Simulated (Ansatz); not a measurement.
Species: C$_{4}$H$_{7}$NSi (charge 0, singlet). SMILES: c1ccc([SiH3])[nH]1
Geometry: optimised at B3LYP-D3(BJ)/def2-TZVP (Ansatz, an electronic-structure program).

Parts of the frozen-core correlation energy in cc-pVTZ (Ansatz, hartree). Frozen orbitals: 10; correlated occupied orbitals by spin: 16 and 16; virtual: 256 and 256. Spin-orbit coupling is left out. No relativistic terms.

| term | value |
|---|---|
| reference (HF) | -498.99677 |
| MP2 opposite-spin | -0.73776 |
| MP2 same-spin | -0.23468 |
| CCSD correlation | -1.00549 |
| (T) | -0.04998 |
| T1 diagnostic | 0.012 |
| largest doubles amplitude | 0.053 |
